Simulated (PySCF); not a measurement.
H7O7Si2 (cation, charge +1), SMILES O[Si](O)(O)O[Si](O)(O)[OH2+] (GFN2-xTB optimised geometry):

```
16

O      2.279    -0.564    -0.469
Si     1.069    -0.655     0.575
O      0.355     0.833     0.580
O      1.320    -1.221     2.050
O     -0.146    -1.605     0.000
Si    -1.741    -1.605     0.000
O     -2.526    -1.955     1.338
O     -2.398    -2.208    -1.311
O     -2.044     0.162     0.000
H      2.789    -1.312    -0.768
H      0.881     1.605     0.374
H      2.048    -0.992     2.622
H     -2.691    -2.834     1.673
H     -2.014    -2.233    -2.186
H     -2.789     0.482     0.527
H     -1.173     0.629     0.241
```

Level of theory: CAM-B3LYP/def2-TZVP (PySCF 2.14.0).

Problem. What are the frontier orbital energies?

Solution. HOMO-2 -15.70 eV, HOMO-1 -15.25 eV, HOMO -14.97 eV, LUMO -3.31 eV, LUMO+1 -2.32 eV.

On the same geometry PBE/def2-TZVP in PySCF 2.14.0 gives HOMO-2 -12.40 eV, HOMO-1 -11.96 eV, HOMO -11.67 eV, LUMO -5.08 eV, LUMO+1 -4.04 eV.

Meta-Löwdin charges at CAM-B3LYP/def2-TZVP: O1 -0.74, Si2 1.66, O3 -0.75, O4 -0.74, O5 -0.84, Si6 1.68, O7 -0.74, O8 -0.73, O9 -0.56, H10 0.39, H11 0.39, H12 0.38, H13 0.40, H14 0.39, H15 0.41, H16 0.39.
